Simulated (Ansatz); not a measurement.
Cu8Te4, relaxed as a singlet with RKS PBE-D4/def2-SVP in Ansatz, starting from the GFN1-xTB geometry. Force threshold 0.03 eV/Å.

In the def2 sets Te takes a core potential; there is no spin–orbit coupling. The structure comes from a short search, and lower isomers may exist.

Start:

```csv
atom,x (Å),y (Å),z (Å)
Cu1,0.505,2.637,0.258
Cu2,-0.270,-0.328,-2.233
Cu3,-1.206,-1.603,0.067
Cu4,1.124,0.939,1.992
Cu5,-1.170,0.957,-0.276
Cu6,-0.984,-0.279,2.076
Cu7,1.474,0.117,-0.365
Cu8,0.888,-2.334,-0.893
Te9,-1.168,2.232,2.120
Te10,-1.268,-2.575,-2.242
Te11,0.887,1.883,-2.085
Te12,1.188,-1.646,1.581
```

| step | energy (eV) | largest force component (eV/Å) | SCF passes |
| --- | --- | --- | --- |
| 1 | -386213.7966 | 0.491 | 41 |
| 2 | -386213.9748 | 0.324 | 28 |
| 3 | -386214.0275 | 0.158 | 33 |
| 4 | -386214.0377 | 0.042 | 26 |
| 5 | -386214.0466 | 0.132 | 32 |
| 6 | -386214.0680 | 0.135 | 31 |
| 7 | -386214.1027 | 0.353 | 31 |
| 8 | -386214.1937 | 0.418 | 31 |
| 9 | -386214.3255 | 0.307 | 32 |
| 10 | -386214.4360 | 0.253 | 31 |
| 11 | -386214.5032 | 0.103 | 30 |
| 12 | -386214.5591 | 0.144 | 30 |
| 13 | -386214.5939 | 0.180 | 31 |
| 14 | -386214.6349 | 0.125 | 31 |
| 15 | -386214.6752 | 0.171 | 31 |
| 16 | -386214.7118 | 0.028 | 30 |
| 17 | -386214.7127 | 0.064 | 24 |
| 18 | -386214.7135 | 0.002 | 24 |

Force components are those of the run's own axes.

End:

```
atom   x (Å)   y (Å)   z (Å)
 Cu1   0.224   1.784  -0.311
 Cu2  -0.689   0.550  -2.251
 Cu3  -0.223  -1.785   0.311
 Cu4   0.893   1.084   1.966
 Cu5  -1.793   0.213  -0.068
 Cu6  -0.963  -0.353   2.188
 Cu7   1.794  -0.213   0.068
 Cu8   0.757  -1.279  -1.903
 Te9  -1.482   2.166   1.577
Te10  -1.826  -1.773  -1.702
Te11   1.891   1.096  -2.145
Te12   1.417  -1.488   2.270
```

Bonds lost: Cu5–Te11, Cu8–Te12 (atoms count from 1). Bonds formed: Cu5–Te10, Cu8–Te11 (atoms count from 1). Metal–metal contacts that move far: Cu1–Cu2 3.95 to 2.47 Å, Cu2–Cu7 2.59 to 3.48 Å, Cu5–Cu7 2.78 to 3.61 Å, Cu2–Cu3 2.79 to 3.50 Å, Cu3–Cu7 3.21 to 2.57 Å. The end is the same structure that another start reached, the lowest one found.

The force fell under the threshold at step 16, but the optimiser went on. No frequencies were taken in this run, so the end may be a saddle point.

It took 83 s on 2 threads of AMD EPYC 7R13 on a shared host and a share (18 GiB) of an NVIDIA H100 80GB HBM3, peak host memory 1.1 GiB.
